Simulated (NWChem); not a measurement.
Species: SiH4O2; SMILES [SiH2](O)O

```xyz
7

Si     0.0000     0.0000    -0.4255
O     -1.3853     0.0511     0.4893
O      1.3853    -0.0511     0.4893
H     -0.0651     1.2367    -1.2500
H      0.0651    -1.2367    -1.2500
H     -1.5866    -0.7328     1.0090
H      1.5866     0.7328     1.0090
```
Atoms are numbered in this order, from 1.

All runs: NWChem. Pople sets run with spherical d functions. STO-3G and 3-21G are far too small for this property and stand as cheap habits. Geometry: optimised at PBE0/def2-SVP. GIAO values for the isolated, static molecule; σ is the absolute isotropic shielding, δ = σ(reference) − σ with the isolated reference molecule computed at the same levels (1H: tetramethylsilane, 17O: water, 29Si: tetramethylsilane).

```
level                δ Si1 (ppm)  δ O2 (ppm)  δ H4 (ppm)  δ H6 (ppm)
-------------------  -----------  ----------  ----------  ----------
Hartree-Fock/STO-3G        -16.1       -81.3        2.34       -3.27
B3LYP/6-31G*               -11.8        53.2        4.96        1.58
KT2/pcSseg-1               -22.2        72.4        4.91        1.78
BHandHLYP/pcSseg-1         -31.7        56.2        4.43        1.91
PBE0/pcSseg-1                ___         ___         ___         ___
```

**Question.** Complete the blanks.

**Answer.** 
- PBE0/pcSseg-1, δ Si1 (ppm): -25.0
- PBE0/pcSseg-1, δ O2 (ppm): 63.6
- PBE0/pcSseg-1, δ H4 (ppm): 4.73
- PBE0/pcSseg-1, δ H6 (ppm): 1.83
